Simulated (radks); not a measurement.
Problem. The table gives one normalised radial function P(r) = r R(r) of Eu2+ in [Xe] 4f6 7s1 (r in bohr). Method: scalar-relativistic Kohn-Sham, BLYP, spin-polarised, spherical densities, finite nucleus; open shells are filled with parallel spins first (spin-orbit coupling, left out, can overturn this in heavy ions); Fermi nuclear charge, rms radius 5.1115 fm; computed with a radial shooting solver on a logarithmic mesh with Libxc functionals.

r,P
0.001099,0.0011
0.001513,0.0019
0.002083,0.0033
0.002869,0.0057
0.003951,0.0099
0.005441,0.0169
0.007493,0.0285
0.01032,0.0473
0.01421,0.0758
0.01957,0.1159
0.02695,0.1650
0.03711,0.2104
0.05111,0.2232
0.07038,0.1609
0.09693,-0.0033
0.1335,-0.2198
0.1838,-0.3240
0.2531,-0.1373
0.3486,0.2719
0.4801,0.4862
0.6611,0.1529
0.9105,-0.5055
1.254,-0.9169
1.727,-0.8125
2.378,-0.4326
3.275,-0.1343
4.51,-0.0204
6.21,-0.0014
8.552,0.0000
11.78,0.0000
16.22,0.0000

Which n and l does it have? It may be an empty orbital.

Solution. n = 5, l = 1: the number of nodes gives n - l - 1 = 3, the rise at small r (about r^(l+1), flatter next to the nucleus through relativity) gives l, and the extent must fit the shell. The curve is that of 5p up; the table hardly tells the two spins apart. 5p up: eigenvalue -46.577 eV, 3 radial nodes at r = 0.0964, 0.284, 0.715 bohr, <r> = 1.55 bohr, 90 % of the charge inside 2.25 bohr.
